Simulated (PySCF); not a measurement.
Compound: H3SiCHF2, CH₄F₂Si.
SMILES: `FC(F)[SiH3]`

The calculation used PBE0-D3(BJ)/def2-SVP geometry optimisation, gas phase (PySCF).

Masses are those of the commonest isotopes; rigid-rotor values at the optimised geometry. 

**Question.** What are A, B and C (MHz)?

**Answer.** Ia = 56.83, Ib = 119.24, Ic = 160.45 u·Å²; 505379 MHz·u·Å²/I gives A = 8892, B = 4238, C = 3150 MHz.

**Question.** What kind of rotor is it?

**Answer.** An asymmetric top: κ = (2 × 4238 − 8892 − 3150)/(8892 − 3150) = -0.62.

**Question.** Is it planar, by Δ = Ic − Ia − Ib?

**Answer.** Not planar: Δ = Ic − Ia − Ib = -15.62 u·Å². For a rigid frame Δ = −2 Σ m c², so Σ m c² = 7.81 u·Å² lies off the ab plane: 5.18 from hydrogen and 2.63 from heavier atoms. The atom farthest from that plane is 1.53 Å away.

**Question.** Give the other two planar moments, Paa and Pbb, and the rms extents of the mass along the axes.

**Answer.** Paa = Σ m a² = (Ib + Ic − Ia)/2 = 111.43 and Pbb = Σ m b² = (Ia + Ic − Ib)/2 = 49.02 u·Å². With the mass M = 82.01 u, the rms extents √(P/M) along a, b and c are 1.17, 0.77, 0.31 Å.

**Question.** Give the coordinates in the principal-axis frame, origin at the centre of mass.

**Answer.** The sense of each axis is arbitrary; atoms in the order of the calculation.
```csv
atom,mass (u),a (Å),b (Å),c (Å)
F1,18.998,-1.041,1.100,-0.126
C2,12.000,-0.446,0.000,0.407
F3,18.998,-1.038,-1.101,-0.126
Si4,27.977,1.423,0.001,-0.041
H5,1.008,-0.653,0.000,1.494
H6,1.008,2.048,-1.230,0.522
H7,1.008,2.057,1.214,0.551
H8,1.008,1.543,0.018,-1.526
```

**Question.** Where do the levels up to J = 3 lie, in K?

**Answer.** Above 0(0,0), as E/k:
J = 1: 1(0,1) 0.355, 1(1,1) 0.578, 1(1,0) 0.630
J = 2: 2(0,2) 1.056, 2(1,2) 1.235, 2(1,1) 1.392, 2(2,1) 2.062, 2(2,0) 2.070
J = 3: 3(0,3) 2.088, 3(1,3) 2.215, 3(1,2) 2.528, 3(2,2) 3.125, 3(2,1) 3.165, 3(3,1) 4.378, 3(3,0) 4.378

**Question.** Which types of transition are allowed, and where do some lines up to J = 5 fall?

**Answer.** The dipole components are |μa| = 1.34 D, |μb| = 0.00 D, |μc| = 1.10 D; the mirror of this Cs structure is the ac plane, so μb vanishes by symmetry and there are no b-type lines. Intensities carry the squares of the components, which stand as 1.00 : 0.67 (a : c). Some lines, for components of 0.1 D or more:

```csv
type,branch,"J(Ka,Kc)",MHz,lower level (cm⁻¹)
c,Q,"1(1,1) ← 1(0,1)",4654,0.246
a,R,"2(1,1) ← 1(1,0)",15865,0.438
a,Q,"5(1,4) ← 5(1,5)",15881,3.565
c,Q,"4(3,2) ← 4(2,2)",24202,3.231
a,R,"4(1,4) ← 3(1,3)",27081,1.540
a,R,"4(3,2) ← 3(3,1)",29848,3.043
a,R,"5(1,5) ← 4(1,4)",33630,2.443
a,R,"5(0,5) ← 4(0,4)",34348,2.387
a,R,"5(4,1) ← 4(4,0)",37328,5.243
a,R,"5(1,4) ← 4(1,3)",38739,2.802
c,R,"4(4,1) ← 3(3,1)",65975,3.043
c,R,"5(5,1) ← 4(4,1)",83754,5.243
```

PBE0-D3(BJ)/def2-SVP frequencies: not computed here. Zero-point vibration and centrifugal distortion are left out. A rigid rotor knows nothing of internal rotation, which can split or shift real lines.
